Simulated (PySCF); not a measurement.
**Gd(III) with more and more NH2**

Computed with PySCF 2.14.0, PBE0, def2-SVP on the ligands, density fitting, scalar-relativistic core potentials, no spin-orbit coupling, vacuum. The metal has lcecp-1-SVP with ECP53. Each complex is relaxed within the symmetry of its template. Distances are means of the shortest metal–ligand contacts, charges and spins Mulliken's; removal energies are rigid, with the ligand's formal charge and no counterpoise, so too large; for an anion taken off a cation in vacuum most of it is the attraction of opposite charges, and multiply charged cations can part far more cheaply with an electron moved from ligand to metal. lcecp potentials hold a fixed number of 4f electrons in the core, out of states, spins and gaps.

```
    complex  point group  M–NH2 (Å)  charge on M (e)  dipole (D)  removal of one NH2 (eV)  strongest infrared band, degenerate modes summed (cm⁻¹)  unstable modes (below −25 cm⁻¹)
[Gd(NH2)2]+          C2v      2.093             1.22           –                    16.96                                                      633                                0
[Gd(NH2)4]−           S4      2.280             0.65           –                     5.20                                                        –                        not given
```

What does the calculation give for Gd(NH2)3?

point group: C3v, M–NH2 (Å): 2.198, charge on M (e): 0.93, dipole (D): 0.38, removal of one NH2 (eV): 10.53, strongest infrared band, degenerate modes summed (cm⁻¹): 540, unstable modes (below −25 cm⁻¹): 0.
```xyz
10

Gd    0.0166   -0.0077    0.1344
N     2.1922    0.0078   -0.1833
H     2.8070    0.8211   -0.2397
H     2.8010   -0.7972   -0.3377
N    -1.0877    1.8895    0.2445
H    -2.1001    2.0100    0.3002
H    -0.7092    2.8368    0.1968
N    -1.0943   -1.9000    0.0001
H    -2.1075   -2.0227    0.0325
H    -0.7180   -2.8377   -0.1479
```

The more ligands, the longer each bond and the weaker the last ligand is held.

Moved off a saddle point of the template and relaxed again: [Gd(NH2)2]+, Gd(NH2)3, [Gd(NH2)4]−. One start shape was tried for each, so a minimum needn't be the lowest isomer.
